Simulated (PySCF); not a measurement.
Si(OH)2(SH)2 (H4O2S2Si), SMILES O[Si](O)(S)S. Geometry: B3LYP-D3(BJ)/def2-SVP. The values are those of a single conformer.

Computed equilibrium geometry at B3LYP-D3(BJ)/def2-SVP (PySCF confirms it by a frequency run) as Cartesian coordinates in Å (one conformer of several):
```xyz
9

O      1.5017    -0.8706     0.7635
Si     0.1780    -0.3266    -0.0633
O     -0.1518    -1.4857    -1.2023
S     -1.6172    -0.0924     1.0924
S      0.6951     1.6105    -0.8088
H      1.5138    -1.8174     0.9559
H     -0.8716    -1.3118    -1.8206
H     -1.1648     0.9935     1.7606
H      1.9862     1.2702    -1.0366
```
